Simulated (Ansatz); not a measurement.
Calculated with Ansatz (gas phase, PBE0-D4/def2-TZVP geometries, no zero-point term in ΔE). CCSD(T)/CBS adds triple-zeta CCSD(T) − MP2 to the extrapolated MP2 energy (def2 sets, frozen cores). DFT in def2-TZVPP. B3LYP here is the variant with VWN-RPA as its local correlation; programs differ in this. Each species was taken in one conformer, which may not be the lowest.

Consider the ligand exchange at the Si–C bond: `NC[SiH2]N` + `N[SiH](N)F` → `N[SiH2]N[SiH](N)F` + CH₃NH₂.

| level | ΔE (kcal/mol) | difference from CCSD(T)/CBS |
| --- | --- | --- |
| r2SCAN-D4 | -19.2 | 0.3 |
| PBE0-D4 | -18.7 | 0.8 |
| B3LYP-D4 | -19.9 | -0.4 |
| ωB97X-V | -18.9 | 0.6 |
| ωB97M-V | -19.0 | 0.5 |
| B2PLYP | -19.3 | 0.2 |
| PBE | -17.1 | 2.4 |
| r2SCAN | -18.9 | 0.6 |
| B3LYP | -18.5 | 1.0 |
| HF/def2-TZVPP | -20.3 | -0.8 |
| SCS-MP2/def2-TZVPP | -20.0 | -0.5 |
| CCSD/def2-TZVPP | -19.6 | -0.1 |
| CCSD(T)/def2-TZVPP | -19.6 | -0.1 |
| MP2/def2-QZVPP | -20.0 | -0.5 |
| HF/CBS(def2) | -20.5 | -1.0 |
| MP2/CBS(def2) | -19.9 | -0.4 |
| CCSD(T)/CBS | -19.5 | 0 |

Largest T1 diagnostic among the species: 0.011.

The D4 term adds −1.4 kcal/mol with B3LYP and −0.8 kcal/mol with PBE0; it sums over pairs of atoms, weighted by their polarisabilities, and B3LYP, whose exchange is more repulsive, gets the larger term. From PBE to PBE0 (25 % exact exchange), in def2-TZVPP and without D4, ΔE moves by −0.8 kcal/mol.
